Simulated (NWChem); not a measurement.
Molecule: SiH$_{2}$O$_{2}$BrF; SMILES O[Si](O)(F)Br

```xyz
7

O      1.3348     1.3038     0.8680
Si     0.0152     0.8143     0.0107
O      0.0886     1.4910    -1.4990
F     -1.3717     1.2797     0.7284
Br    -0.0055    -1.3957    -0.0074
H      1.6239     2.2136     0.6730
H     -0.6881     1.3599    -2.0706
```
Atoms are numbered in this order, from 1.

Program: NWChem. Coordinates come from a PBE-D3(BJ)/def2-SVP optimisation. Total energies compare along this basis series because the functional is fixed.

| level | basis functions | energy (Ha) | highest occupied level (eV) | orbital gap (eV) | dipole (D) | relative time |
|---|---|---|---|---|---|---|
| PBE0/pcseg-1 | 97 | -3114.3128 | -8.92 | 8.80 | 2.17 | 4 |
| PBE0/aug-pcseg-1 | 150 | -3114.3385 | -8.93 | 8.09 | 1.99 | 10 |
| PBE0/pcseg-2 | 195 | -3114.8677 | -8.91 | 8.50 | 2.05 | 10 |
| PBE0/STO-3G | 44 | -3079.6161 | -5.13 | 9.53 | 2.77 | 1 |
| PBE0/def2-SVP | 102 | -3114.0771 | -8.69 | 8.97 | 2.24 | 3 |

Relative times are rough (shared machine, one core).
